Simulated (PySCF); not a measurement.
Species: BCl4 (charge -1).
Geometry (GFN2-xTB, Å), atoms numbered from 1 in this order:
```xyz
5
BCl4 angstrom
Cl    -1.436   -0.503   -1.051
B      0.002    0.001   -0.004
Cl     1.497    0.217   -1.070
Cl    -0.385    1.597    0.847
Cl     0.331   -1.309    1.261
```

The closed-shell ground state was solved at several levels (PySCF, density fitting, gas phase, non-relativistic). No diffuse functions stand in pcSseg-1, which bears on an anion's orbital energies.

| level | basis functions | HOMO (eV) | LUMO (eV) | gap (eV) |
| --- | --- | --- | --- | --- |
| PBE0/pcSseg-1 | 113 | -3.60 | 6.80 | 10.40 |
| B3LYP/def2-SVPD | 128 | -3.50 | 3.49 | 6.99 |

(1) Estimate the row for PBE0/def2-SVPD, a basis of 128 functions; the other rows only guide the guess.

(2) Over all these levels, which gives the widest orbital gap and which the narrowest?

Answers

(1) HOMO -3.78 eV, LUMO 3.70 eV, gap 7.48 eV.

(2) PBE0/pcSseg-1 (global hybrid, 25 % exact exchange) has the widest, 10.40 eV, and B3LYP/def2-SVPD (global hybrid, 20 % exact exchange) the narrowest, 6.99 eV. Functional and basis both differ between the two, so the spread mixes both effects.
